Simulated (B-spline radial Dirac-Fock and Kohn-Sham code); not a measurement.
**Dipole and non-dipole photoemission parameters of Os⁷⁺ 4f7/2**

System: the Os⁷⁺ ion, configuration [Xe] 4f14 5d1; threshold 166.3 eV (orbital energy of the model). Method: Dirac-Hartree-Slater photoionisation with a Latter tail; cross sections with all multipoles, angular parameters from the dipole term and its interference with E2. Computed with a B-spline atomic structure program.

Input of the calculation (task.json; shells as n, l, electrons):

```json
{"items": [{
  "Z": 76,
  "q": 7,
  "cfg": [[1, 0, 2], [2, 0, 2], [2, 1, 6], [3, 0, 2], [3, 1, 6], [3, 2, 10], [4, 0, 2], [4, 1, 6], [4, 2, 10], [4, 3, 14], [5, 0, 2], [5, 1, 6], [5, 2, 1]],
  "A": 192,
  "rrms": 5.4126,
  "do": "xps",
  "hv": [50.1, 91.2, 91.8, 100, 127.0, 160.0, 259.0, 300, 341.0, 523.0, 539.0, 540.0, 774.0, 800, 1000, 1120.0, 1253.6, 1300.0, 1486.9, 1580.0, 2000, 2330.0, 3050.0, 3450.0, 5070.0, 7660.0, 9251.7, 10300.0, 10600.0]
}]}
```

Run with: `python xray2_run.py task.json out`

For linearly polarised light dσ/dΩ = σ/(4π) [1 + β P₂(cos θ) + (δ + γ cos²θ) sin θ cos φ], with θ from the polarisation vector and φ the angle between the beam and the projection of the electron momentum on the plane normal to the polarisation.

| hν (eV) | σ (kb) | β | γ | δ |
| --- | --- | --- | --- | --- |
| 259 | 3470 | 0.330 | -0.005 | 0.013 |
| 300 | 3180 | 0.381 | -0.005 | 0.017 |
| 341 | 2850 | 0.447 | -0.003 | 0.021 |
| 523 | 1480 | 0.694 | 0.010 | 0.032 |
| 539 | 1400 | 0.711 | 0.012 | 0.033 |
| 540 | 1390 | 0.712 | 0.012 | 0.034 |
| 774 | 619 | 0.888 | 0.052 | 0.047 |
| 800 | 569 | 0.901 | 0.058 | 0.049 |
| 1000 | 314 | 0.977 | 0.109 | 0.060 |
| 1120 | 227 | 1.006 | 0.144 | 0.067 |
| 1253.6 | 163 | 1.028 | 0.186 | 0.074 |
| 1300 | 146 | 1.034 | 0.200 | 0.076 |
| 1486.9 | 96.2 | 1.049 | 0.261 | 0.086 |
| 1580 | 79.3 | 1.054 | 0.292 | 0.091 |
| 2000 | 36.4 | 1.053 | 0.427 | 0.112 |
| 2330 | 21.6 | 1.039 | 0.526 | 0.128 |
| 3050 | ? | ? | ? | ? |
| 3450 | 5.21 | 0.966 | 0.807 | 0.181 |
| 5070 | 1.18 | 0.860 | 1.090 | 0.257 |
| 7660 | 0.220 | 0.735 | 1.374 | 0.372 |
| 9251.7 | 0.0991 | 0.678 | 1.497 | 0.440 |
| 10300 | 0.0624 | 0.646 | 1.563 | 0.482 |
| 10600 | 0.0551 | 0.637 | 1.580 | 0.494 |

Q: Give the values at 3050 eV.

A: σ = 8.22 kb, β = 0.994, γ = 0.717, δ = 0.162.
